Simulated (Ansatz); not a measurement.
`[NH2][Ga]([F])[Cl]` + `O[SiH3]` → `[NH2][Ga]([Cl])[O][SiH3]` + H–F at 500 K and 1 bar (ligand exchange at a Ga–F bond).

Gas-phase electronic energies from Ansatz, PBE0-D4/def2-TZVP geometries. CBS: MP2 limit from def2 TZ/QZ plus the TZ coupled-cluster correction, frozen cores. This one scheme is used for every species. For Ga outer-core shells are correlated without core-valence functions, which leaves a few kJ/mol of doubt a bond. Scalar relativity is left out up to krypton. Each species was taken in one conformer, which may not be the lowest.

```json
{"species": "`[NH2][Ga]([F])[Cl]`", "CCSD(T)/CBS energy (Eh)": "-2539.54166", "H − E (kJ/mol)": "113.2", "S (J/(mol·K))": "384.3"}
{"species": "`O[SiH3]`", "CCSD(T)/CBS energy (Eh)": "-366.69042", "H − E (kJ/mol)": "127.5", "S (J/(mol·K))": "292.9"}
{"species": "`[NH2][Ga]([Cl])[O][SiH3]`", "CCSD(T)/CBS energy (Eh)": "-2805.83543", "H − E (kJ/mol)": "202.7", "S (J/(mol·K))": "485.3"}
{"species": "H–F", "CCSD(T)/CBS energy (Eh)": "-100.39570", "H − E (kJ/mol)": "39.4", "S (J/(mol·K))": "188.7"}
```

H − E and S are ideal-gas, rigid-rotor, harmonic terms from PBE0-D4/def2-TZVP, for one conformer and one mirror image of each species. 1 Eh = 2625.50 kJ/mol, R = 8.31446 J/(mol·K).

Problem. By hand: ΔE, ΔH, ΔS and ΔG.

Solution. ΔE = (-2805.83543) + (-100.39570) − (-2539.54166) − (-366.69042) = 0.00095 Eh = 2.5 kJ/mol. Δ(H − E) = 202.7 + 39.4 − 113.2 − 127.5 = 1.4, so ΔH = 3.9 kJ/mol. ΔS = 485.3 + 188.7 − 384.3 − 292.9 = -3.2 J/(mol·K). ΔG = 3.9 − 500 × (-3.2)/1000 = 5.5 kJ/mol.

Problem. By hand: the equilibrium constant, and the temperature at which ΔG would vanish if ΔH and ΔS stayed fixed.

Solution. log₁₀ K = −ΔG/(RT ln 10) = -0.6. ΔH and −TΔS have one sign here, so there is no such temperature.

TΔS isn't small against ΔH here. The sign of ΔG lies within the doubt. A doubt of 5 kJ/mol in ΔE shifts log₁₀ K by 0.5 here. Other conformers and mirror images would add mixing entropy, several J/(mol·K) or more a flexible species. Modes under 60 cm⁻¹, often nearly free rotors, make the harmonic entropy too high. These are equilibria of isolated gas molecules and say nothing of rates. Largest T1 diagnostic: 0.013 (customary marks: 0.02 for closed shells, 0.045 for open ones).

ΔS is within the doubt of such terms, so its sign, and with it that verdict, could turn.
